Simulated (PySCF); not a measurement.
CClF, SMILES F[C]Cl (connectivity only; charge and spin as stated), neutral, multiplicity 1. Atoms are numbered in the order given.

```xyz
3

F      0.2869    -1.4577     0.0000
C     -0.6717    -0.5829     0.0000
Cl     0.0852     0.9775     0.0000
```
Charge 0, spin multiplicity 1.

Geometry: ωB97X-D3(BJ)/def2-TZVP. The isomer is the one that the SMILES or the coordinates give; other isomers of the formula were not compared.

Two levels are set side by side: PBE/pcSseg-2 (PySCF) and PBE0/pcSseg-2 (PySCF). GIAO shifts against CFCl3 (¹⁹F), HCl (³⁵Cl), TMS (¹³C) at the same level; non-relativistic, no solvent, atoms listed together averaged. Without spin–orbit terms, shifts of atoms bonded to Cl or Br come out too high at both levels. Differences are taken from unrounded values.

```
quantity               PBE0
--------------------  -----
δ(¹⁹F) of F1 (ppm)    411.4
δ(¹³C) of C2 (ppm)    478.7
δ(³⁵Cl) of Cl3 (ppm)  930.3
```

What does PBE give, and how far is it from PBE0? (An estimate is asked for; the answer gives what the named calculation found.)


```json
[
 {"quantity": "δ(¹⁹F) of F1 (ppm)", "PBE": "392.7", "PBE minus PBE0": "-18.7"},
 {"quantity": "δ(¹³C) of C2 (ppm)", "PBE": "450.5", "PBE minus PBE0": "-28.2"},
 {"quantity": "δ(³⁵Cl) of Cl3 (ppm)", "PBE": "961.0", "PBE minus PBE0": "30.7"}
]
```

Rough cost on one machine, each run with all the roots and properties that it gave: PBE0 against PBE within a factor of 2.
